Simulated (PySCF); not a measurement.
Several species in one continuum solvent.

All values: PBE0/pcSseg-1 (PySCF, non-relativistic), each on one gas-phase PBE0-D3(BJ)/def2-SVP geometry that isn't relaxed in the solvent. The solvent is an IEF-PCM continuum (van der Waals radii × 1.2). Only the electrostatic response of the medium enters.

Problem. Order them by E(solvent) − E(gas) in dichloromethane (ε = 8.93), most negative first (kcal/mol).
A. protonated 1-cyano-1,3-cyclopentadiene (`C1=C(CC=C1)C#[NH+]`)
B. `[CH3:1][B:2]([CH3:3])[BH2-:4][S+:5]([CH3:6])[CH3:7]` with C1–B2–B4–S5 179°, B2–B4–S5–C6 -73°
C. `[CH3:1][CH2:2][CH2:3][AlH2:4]` with C1–C2–C3–Al4 63°, C2–C3–Al4–H -154° and 28°
D. `[CH3:1][N:2]([CH3:3])[C@H:4]1[CH2:5][CH2:6][NH:7][SiH2:8]1` with C1–N2–C4–C5 61°, N2–C4–C5–C6 164°, C4–C5–C6–N7 -42°, C5–C6–N7–Si8 24°, C6–N7–Si8–C4 -1°

Solution. A (-49.3), B (-5.2), C (-3.3), D (-3.0).

```
               SMILES  charge  ΔE (kcal/mol)  polarisation term (kcal/mol)  HOMO shift (eV)  dipole gas (D)  dipole solvent (D)  atoms
     [NH+]#CC1=CC=CC1       1          -49.3                         -49.9            +3.80               –                   –     13
  CB(C)[BH2-][S+](C)C       0           -5.2                          -6.1            -0.13            4.45                5.58     21
        CC[CH2][AlH2]       0           -3.3                          -3.6            +0.17            0.87                1.01     13
CN(C)[C@H]1CCN[SiH2]1       0           -3.0                          -3.3            -0.03            1.10                1.50     22
```

The ion comes first with 49.3 kcal/mol, the neutral species gain 5.2 at most. The polarisation term is half the interaction of the solute with the induced surface charges. No dipole is given for ions, as it depends on the origin.
